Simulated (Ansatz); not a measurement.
H7N3Sn, SMILES [NH2][SnH]([NH2])[NH2].

The structure is a stationary point at PBE0-D3(BJ)/def2-SVP. The structure was generated by enumeration; whether it is a known compound was not checked. The def2 effective core potentials stand for the cores of Sn; spin–orbit coupling is left out. The values are those of a single conformer.

Two levels are set side by side: PBE/def2-SVPD (Ansatz, a program for electronic structure) and PBE0/def2-SVPD (Ansatz). Energy differences of separate SCF runs at the same geometry; the states with an electron removed or added have multiplicity 2 and 2. Differences are taken from unrounded values.

```
quantity                           PBE0   PBE  PBE minus PBE0
---------------------------------  ----  ----  --------------
vertical ionisation energy (eV)    9.14  8.60           -0.54
vertical singlet–triplet gap (eV)  5.33  4.74           -0.59
```
